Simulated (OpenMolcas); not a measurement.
**Ar5+: the spin-orbit constant, worked from levels**

| Property | Result |
| --- | --- |
| Program | OpenMolcas 26.06 |
| Basis | ANO-L-VTZP [5s4p2d1f] |
| Scalar Hamiltonian | non-relativistic, point nucleus |
| Active space | 3 electrons in 4 orbitals (3s 3p) |
| State averaging | 2S+1 = 4 odd, 1 root; 2S+1 = 2 odd, 11 roots; 2S+1 = 4 even, 3 roots; 2S+1 = 2 even, 9 roots |
| Spin-orbit coupling | RASSI with atomic mean-field integrals over the reference wave functions, term energies averaged over their components |

Methods: CASSCF; MS-CASPT2, IPEA 0.25 Eh, imaginary shift 0.1 Eh (closed shells correlated: 2s 2p). Measured levels: Saloman, J. Phys. Chem. Ref. Data 39, 033101 (2010).

**The spin-orbit constant.** For the Hund term 2P* of p1, E(J) = (A/2) J(J+1) + constant and ζ = 2S·A = A. From J = 1/2 to J = 3/2 the energy changes by 1.5 A.

```json
{"Source": "CASSCF", "E(3/2) - E(1/2)": "1964.5", "A": "1309.7", "ζ": "1310"}
{"Source": "MS-CASPT2", "E(3/2) - E(1/2)": "1972.5", "A": "1315.0", "ζ": "1315"}
{"Source": "measured", "E(3/2) - E(1/2)": "2207.9", "A": "1471.9", "ζ": "1472"}
```

All in cm-1. MS-CASPT2 is off by -10.7 % and CASSCF by -11.0 %. Both methods take the spin-orbit matrix elements from the reference wave functions, so the second can move ζ only through the term energies and any multistate remixing.

Over all roots computed the reference weight is 0.90 to 0.99 in MS-CASPT2; the roots of lowest weight are the least certain, and an intruder state may touch them. Computed and measured levels are paired by configuration, term and J; levels that our copy of the source lacks, or whose pairing is in doubt (as where it misses far off the trend of its configuration), stay unpaired and out of the deviations. Only configurations of the active space appear.

* marks odd parity.
